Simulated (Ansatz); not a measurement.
`C[O][Ga]([CH3])[Cl]` + propane → `C[CH](C)[Ga]([CH3])[Cl]` + CH₃OH  (formal exchange of groups at a Ga–O bond)

Program: Ansatz. Geometries: PBE0-D4/def2-TZVP. ΔE: electronic, gas phase. CBS: MP2 limit from def2 TZ/QZ plus the TZ coupled-cluster correction, frozen cores. This one scheme is used for every species. DFT in def2-TZVPP. For Ga outer-core shells are correlated without core-valence functions, which leaves a few kJ/mol of doubt a bond. Scalar relativity is left out up to krypton. One conformer a species, not always the lowest.

```csv
level,ΔE (kJ/mol),difference from CCSD(T)/CBS
revPBE-D4,70.5,-2.4
r2SCAN-D4,82.0,9.1
r2SCANh-D4,81.1,8.2
PBE,76.7,3.8
r2SCANh,82.8,9.9
LC-ωPBE,80.7,7.8
HF/def2-SVP,99.7,26.8
MP2/def2-SVP,93.4,20.5
CCSD(T)/def2-SVP,94.2,21.3
SCS-MP2/def2-TZVPP,82.6,9.7
CCSD(T)/CBS,72.9,0
```

Largest T1 diagnostic among the species: 0.013.

At CCSD(T), def2-SVP lies +21.3 kJ/mol from the extrapolated value and def2-TZVPP +6.5 kJ/mol. In def2-TZVPP, CCSD(T) changes the Hartree–Fock value by −19.2 kJ/mol (the triples alone add −1.6 kJ/mol) and MP2 by −21.1 kJ/mol. The D4 term adds −7.7 kJ/mol with B3LYP and −4.4 kJ/mol with PBE0; it sums over pairs of atoms, weighted by their polarisabilities, and B3LYP, whose exchange is more repulsive, gets the larger term.

B3LYP here is the variant with VWN-RPA as its local correlation; programs differ in this.
